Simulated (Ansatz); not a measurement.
Reaction (SMILES): [GeH3] (GeH3) → Ge atom + 3 H atom
B3LYP-D3(BJ)/def2-TZVP geometries, fixed; electronic energies without zero-point terms.

How fast the atomisation energy converges with the basis for several methods (Ansatz, a program for electronic structure): deviation from each method's own reference, in kcal/mol. References: CCSD(T) 206.24 kcal/mol, Hartree-Fock in aug-cc-pVQZ plus the correlation part extrapolated as X^-3 from aug-cc-pVTZ and aug-cc-pVQZ; HF 156.07 kcal/mol, the value in aug-cc-pV5Z; MP2 199.43 kcal/mol, Hartree-Fock in aug-cc-pV5Z plus the correlation part extrapolated as X^-3 from aug-cc-pVQZ and aug-cc-pV5Z; PBE 200.78 kcal/mol, the value in aug-cc-pV5Z; PBE0 201.77 kcal/mol, the value in aug-cc-pV5Z; r2SCAN 208.60 kcal/mol, the value in aug-cc-pV5Z. Cartesian d functions, on some or all atoms, in 6-31G; all else is spherical. In correlated methods cores are frozen (with 3d on Ga to Br). Open shells are unrestricted. No added dispersion term, no relativity. 

```json
[
 {"basis": "6-31G", "functions": "35", "CCSD(T)": "-35.40", "HF": "-13.58", "MP2": "-36.44", "PBE": "___", "PBE0": "-6.33", "r2SCAN": "-5.38"},
 {"basis": "def2-SVP", "functions": "47", "CCSD(T)": "-12.62", "HF": "-0.52", "MP2": "-12.33", "PBE": "___", "PBE0": "-0.14", "r2SCAN": "-0.85"},
 {"basis": "6-311G**", "functions": "62", "CCSD(T)": "-12.32", "HF": "-1.46", "MP2": "-11.88", "PBE": "___", "PBE0": "-0.73", "r2SCAN": "-0.94"},
 {"basis": "aug-cc-pVDZ", "functions": "63", "CCSD(T)": "-11.78", "HF": "-2.58", "MP2": "-12.17", "PBE": "___", "PBE0": "-2.47", "r2SCAN": "-2.96"},
 {"basis": "pcseg-2", "functions": "85", "CCSD(T)": "-4.96", "HF": "-0.57", "MP2": "-5.23", "PBE": "___", "PBE0": "-0.55", "r2SCAN": "-0.58"},
 {"basis": "cc-pVQZ", "functions": "158", "CCSD(T)": "-1.64", "HF": "-0.04", "MP2": "-1.82", "PBE": "___", "PBE0": "0.08", "r2SCAN": "0.15"},
 {"basis": "def2-QZVPP", "functions": "179", "CCSD(T)": "-1.56", "HF": "-0.03", "MP2": "-1.74", "PBE": "___", "PBE0": "0.00", "r2SCAN": "0.09"},
 {"basis": "def2-QZVPPD", "functions": "194", "CCSD(T)": "-1.51", "HF": "-0.01", "MP2": "-1.68", "PBE": "___", "PBE0": "0.01", "r2SCAN": "0.10"}
]
```

Task: Complete the blanks.

Result: 
- 6-31G, PBE: -3.87
- def2-SVP, PBE: -0.12
- 6-311G**, PBE: -0.57
- aug-cc-pVDZ, PBE: -2.80
- pcseg-2, PBE: -0.65
- cc-pVQZ, PBE: 0.16
- def2-QZVPP, PBE: 0.02
- def2-QZVPPD, PBE: 0.04

Mean absolute deviation over 6-311G**, pcseg-2: PBE 0.61, PBE0 0.64, r2SCAN 0.76, HF 1.01, MP2 8.56, CCSD(T) 8.64 kcal/mol.
